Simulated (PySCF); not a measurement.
**Ruthenium: a sound run and one with changed settings**

Sound run: Ru [Kr] 4d7 5s1, Ru⁺ [Kr] 4d7. Calculation: PySCF 2.14, in def2-SVP with the def2 core potential (28 electrons) (5s3p2d1f, 31 functions); scalar relativity through the core potential. The sound run starts from symmetry-adapted Hartree-Fock orbitals and uses a fine grid where one is needed.

Changed run: 26 angular points. This setting is unsound on purpose.

```json
{"species": "Ru", "method": "UHF", "sound run (hartree)": "-94.09867", "changed run (hartree)": "-94.09867", "converged": "yes"}
{"species": "Ru", "method": "M06-2X", "sound run (hartree)": "-94.67557", "changed run (hartree)": "-94.67628", "converged": "yes"}
{"species": "Ru", "method": "B3LYP", "sound run (hartree)": "-94.81462", "changed run (hartree)": "-94.82445", "converged": "yes"}
{"species": "Ru⁺", "method": "UHF", "sound run (hartree)": "-93.86585", "changed run (hartree)": "-93.86585", "converged": "yes"}
{"species": "Ru⁺", "method": "M06-2X", "sound run (hartree)": "-94.41036", "changed run (hartree)": "-94.40958", "converged": "yes"}
{"species": "Ru⁺", "method": "B3LYP", "sound run (hartree)": "-94.53371", "changed run (hartree)": "-94.54434", "converged": "yes"}
```

Ionisation energy of Ru:

```tsv
method	sound run (eV)	changed run (eV)
UHF	6.335	6.335
M06-2X	7.217	7.257
B3LYP	7.644	7.622
```

A coarse angular grid integrates products of high-l functions wrongly, so density functionals can shift, and the SCF can exploit the error; Hartree-Fock and MP2 need no grid.

For comparison, NIST gives 7.361 eV between the lowest levels.
